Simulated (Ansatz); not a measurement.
Ansatz (a first-principles code) input (B3LYP-D3(BJ)/def2-TZVP):

Ansatz 0.2 input:
```yaml
crystal:
  periodic: [false, false, false]
  atoms:
    - {symbol: Si, position_ang: [-0.19144128, 0.57577113, 0.21526544]}
    - {symbol: Cl, position_ang: [-0.19416428, 2.23980348, -0.95507087]}
    - {symbol: Cl, position_ang: [-0.14502619, 1.13698825, 2.17052590]}
    - {symbol: C, position_ang: [-1.73215733, -0.39125541, -0.10181633]}
    - {symbol: C, position_ang: [1.41019781, -0.39722000, -0.15172959]}
    - {symbol: H, position_ang: [-2.22261712, -0.39602513, -1.05852463]}
    - {symbol: H, position_ang: [-2.18246581, -1.01869271, 0.64642414]}
    - {symbol: H, position_ang: [1.44833510, -0.71020477, -1.19048816]}
    - {symbol: H, position_ang: [1.47797736, -1.28612077, 0.46767578]}
    - {symbol: H, position_ang: [2.28844076, 0.21268695, 0.04439619]}
basis:
  gaussian:
    orbitals: def2-TZVP
hamiltonian:
  xc: b3lyp
  dispersion: d3bj
magnetization: {spin_polarized: true, initial_magnetization: 1}
relax: {f_tol: 0.002, max_steps: 150}
```

Output:

```
Functional definition: B3LYP
integrals: 0.15 GiB planned
1367 factors; their error is unknown
mean field: 1.84 GiB planned
mean field evaluation 1: about -35073.1402 eV, gradient 4.7e1 eV
mean field evaluation 2: about -35067.5146 eV, gradient 5.4e1 eV
mean field evaluation 4: about -35083.6090 eV, gradient 3.4e0 eV
mean field evaluation 8: about -35083.6558 eV, gradient 5.8e-2 eV
mean field evaluation 16: about -35083.7285 eV, gradient 2.1e-4 eV
mean field -35083.72846362 eV, -1289.3032404328 hartree, gradient 1.1e-5 eV, S^2 0.753432; 0 other end points of the search recorded, 0 dependent functions left out
the calculation of the forces begins
reference -35083.72875720 eV, -1289.3032512216 hartree; 33, 32 occupied and 170, 171 virtual orbitals, 1367 factors
relax step   1: F+E_penalty+E_count = -35084.25233124 eV  Δ(F+E_penalty+E_count) = +0.000e0 eV  max|allowed force component| = 1.253e0 eV/Å  Δτ_max = 0.0000 Å  (31 SCF iters, accepted)
these checks for a lower state are left out or cut short: starts, cluster_reference, orbital_swaps, neighbouring_geometries, increment
integrals: 0.15 GiB planned
1367 factors; their error is unknown
mean field: 1.83 GiB planned
mean field -35083.77702667 eV, -1289.3050250920 hartree, gradient 1.3e-5 eV, S^2 0.753441; 0 other end points of the search recorded, 0 dependent functions left out
the calculation of the forces begins
reference -35083.77732068 eV, -1289.3050358964 hartree; 33, 32 occupied and 170, 171 virtual orbitals, 1367 factors
relax step   2: F+E_penalty+E_count = -35084.30023633 eV  Δ(F+E_penalty+E_count) = -4.791e-2 eV  max|allowed force component| = 4.100e-1 eV/Å  Δτ_max = 0.0307 Å  (34 SCF iters, accepted)
these checks for a lower state are left out or cut short: starts, cluster_reference, orbital_swaps, neighbouring_geometries, increment
integrals: 0.15 GiB planned
1367 factors; their error is unknown
mean field: 1.84 GiB planned
mean field evaluation 32: about -35083.7797 eV, gradient 1.6e-5 eV
mean field -35083.77972091 eV, -1289.3051241036 hartree, gradient 1.6e-5 eV, S^2 0.753425; 0 other end points of the search recorded, 0 dependent functions left out
the calculation of the forces begins
reference -35083.78001369 eV, -1289.3051348629 hartree; 33, 32 occupied and 170, 171 virtual orbitals, 1367 factors
relax step   3: F+E_penalty+E_count = -35084.30533495 eV  Δ(F+E_penalty+E_count) = -5.099e-3 eV  max|allowed force component| = 1.246e-1 eV/Å  Δτ_max = 0.0244 Å  (33 SCF iters, accepted)
these checks for a lower state are left out or cut short: starts, cluster_reference, orbital_swaps, neighbouring_geometries, increment
integrals: 0.15 GiB planned
1367 factors; their error is unknown
mean field: 1.83 GiB planned
mean field -35083.78098941 eV, -1289.3051707198 hartree, gradient 2.2e-5 eV, S^2 0.753430; 0 other end points of the search recorded, 0 dependent functions left out
the calculation of the forces begins
reference -35083.78128263 eV, -1289.3051814956 hartree; 33, 32 occupied and 170, 171 virtual orbitals, 1367 factors
relax step   4: F+E_penalty+E_count = -35084.30691789 eV  Δ(F+E_penalty+E_count) = -1.583e-3 eV  max|allowed force component| = 9.866e-2 eV/Å  Δτ_max = 0.0259 Å  (32 SCF iters, accepted)
these checks for a lower state are left out or cut short: starts, cluster_reference, orbital_swaps, neighbouring_geometries, increment
integrals: 0.15 GiB planned
1367 factors; their error is unknown
mean field: 1.84 GiB planned
mean field -35083.77982324 eV, -1289.3051278639 hartree, gradient 1.5e-5 eV, S^2 0.753405; 0 other end points of the search recorded, 0 dependent functions left out
the calculation of the forces begins
reference -35083.78011612 eV, -1289.3051386270 hartree; 33, 32 occupied and 170, 171 virtual orbitals, 1367 factors
relax step   5: F+E_penalty+E_count = -35084.30559063 eV  Δ(F+E_penalty+E_count) = +1.327e-3 eV  max|allowed force component| = 2.524e-1 eV/Å  Δτ_max = 0.0147 Å  (34 SCF iters, rejected (line search))
these checks for a lower state are left out or cut short: starts, cluster_reference, orbital_swaps, neighbouring_geometries, increment
integrals: 0.15 GiB planned
1367 factors; their error is unknown
mean field: 1.83 GiB planned
mean field -35083.78186142 eV, -1289.3052027659 hartree, gradient 1.5e-5 eV, S^2 0.753423; 0 other end points of the search recorded, 0 dependent functions left out
the calculation of the forces begins
reference -35083.78215449 eV, -1289.3052135357 hartree; 33, 32 occupied and 170, 171 virtual orbitals, 1367 factors
relax step   6: F+E_penalty+E_count = -35084.30746282 eV  Δ(F+E_penalty+E_count) = -5.449e-4 eV  max|allowed force component| = 8.313e-3 eV/Å  Δτ_max = 0.0073 Å  (34 SCF iters, accepted)
these checks for a lower state are left out or cut short: starts, cluster_reference, orbital_swaps, neighbouring_geometries, increment
integrals: 0.15 GiB planned
1367 factors; their error is unknown
mean field: 1.83 GiB planned
mean field -35083.78188327 eV, -1289.3052035687 hartree, gradient 1.4e-5 eV, S^2 0.753422; 0 other end points of the search recorded, 0 dependent functions left out
the calculation of the forces begins
reference -35083.78217631 eV, -1289.3052143379 hartree; 33, 32 occupied and 170, 171 virtual orbitals, 1367 factors
relax step   7: F+E_penalty+E_count = -35084.30747209 eV  Δ(F+E_penalty+E_count) = -9.271e-6 eV  max|allowed force component| = 6.551e-4 eV/Å  Δτ_max = 0.0034 Å  (26 SCF iters, accepted)
integrals: 0.15 GiB planned
1367 factors; their error is unknown
mean field: 1.83 GiB planned
mean field evaluation 64: about -35067.0260 eV, gradient 5.5e1 eV
mean field -35083.78188327 eV, -1289.3052035687 hartree, gradient 1.7e-5 eV, S^2 0.753422; 1 other end points of the search recorded, 0 dependent functions left out
the calculation of the forces begins
reference -35083.78217631 eV, -1289.3052143379 hartree; 33, 32 occupied and 170, 171 virtual orbitals, 1367 factors
Total energy: -35084.30776514 eV, -1289.3245293710 hartree
Atom 0 at    -0.165928     0.537454     0.200784 Å, force    -0.000500     0.000186     0.000062 eV/Å
Atom 1 at    -0.194914     2.232022    -0.984572 Å, force     0.000185    -0.000510     0.000190 eV/Å
Atom 2 at    -0.144914     1.117351     2.186199 Å, force     0.000029     0.000003    -0.000275 eV/Å
Atom 3 at    -1.707109    -0.398795    -0.104193 Å, force    -0.000655     0.000162     0.000036 eV/Å
Atom 4 at     1.400953    -0.393196    -0.150005 Å, force     0.000416    -0.000158    -0.000105 eV/Å
Atom 5 at    -2.217453    -0.374017    -1.059716 Å, force     0.000064     0.000019     0.000421 eV/Å
Atom 6 at    -2.172645    -1.007323     0.662108 Å, force     0.000346     0.000021    -0.000416 eV/Å
Atom 7 at     1.433013    -0.696941    -1.197751 Å, force    -0.000034     0.000131    -0.000184 eV/Å
Atom 8 at     1.457765    -1.285678     0.475577 Å, force    -0.000021     0.000015     0.000149 eV/Å
Atom 9 at     2.268311     0.234853     0.058226 Å, force     0.000171     0.000132     0.000124 eV/Å
Dipole moment:     0.006795    -0.454222    -0.159895 e Å
```

It need not be the lowest isomer of its formula.
